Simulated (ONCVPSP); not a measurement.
# How hard is this oxygen (O) ONCV potential?

ONCVPSP 4.0.1 input, shortened (lines: element, Z, core and valence counts, functional; n l f; lmax; l rc ep ncon nbas qcut; lloc lpopt rc5 dvloc0; l nproj debl; icmod fcfact rcfact), LDA (Perdew-Wang 92), fully relativistic:

```
  O 8.00    1    2  -001012      upf
    1    0    2.00
    2    0    2.00
    2    1    4.00
    2
    0    0.90    0.00    4    7    8.10
    1    1.00    0.00    5    8    6.80
    2    0.90    0.20    4    8    9.60
    4    5    0.70    6.00
    0    1    1.00
    1    3    2.20
    2    2    2.10
    2    0.55    1.10
```

Open shells are filled in proportion to 2j + 1.

For each optimised wave give the share of its norm inside rc, the residual kinetic energy above qcut (Ha) and the cutoffs (Ha) for errors of 10, 1, 0.1 and 0.01 mHa per electron.

| wave | norm inside rc | residual KE | 10 mHa | 1 mHa | 0.1 mHa | 0.01 mHa |
| --- | --- | --- | --- | --- | --- | --- |
| 2s | 0.363 | 1.8e-03 | 23.7 | 39.4 | 132.4 | 159.2 |
| 2p j=3/2 | 0.434 | 6.6e-02 | 69.8 | 168.1 | 197.2 | 217.3 |
| p projector 2 j=3/2 | 0.075 | 3.3e-02 | 30.2 | 63.6 | 219.8 | 262.0 |
| p projector 3 j=3/2 | 0.050 | 5.6e-02 | 33.9 | 57.8 | 237.8 | 284.4 |
| 2p j=1/2 | 0.435 | 6.7e-02 | 70.1 | 168.3 | 197.3 | 217.4 |
| p projector 2 j=1/2 | 0.075 | 3.3e-02 | 30.2 | 63.8 | 220.0 | 262.1 |
| p projector 3 j=1/2 | 0.050 | 5.6e-02 | 34.0 | 60.8 | 238.0 | 284.5 |
| d projector 1 j=5/2 | 0.000 | 1.4e-07 | 0.5 | 2.0 | 7.4 | 18.7 |
| d projector 2 j=5/2 | 0.031 | 6.0e-05 | 13.8 | 28.1 | 43.1 | 61.6 |
| d projector 1 j=3/2 | 0.000 | 1.5e-07 | 0.5 | 2.0 | 7.4 | 18.7 |
| d projector 2 j=3/2 | 0.031 | 6.1e-05 | 13.8 | 28.1 | 43.1 | 61.8 |

The occupied waves need 168 Ha and 197 Ha for 1 and 0.1 mHa. Rows with under 1 % of the norm inside rc give no meaningful cutoff. Note: no bound ghost flagged; GHOST(+) flagged for p3/2 at 0.73 eV, p1/2 at 1.28 eV. 3 of 4 tests not solved or not reliable.
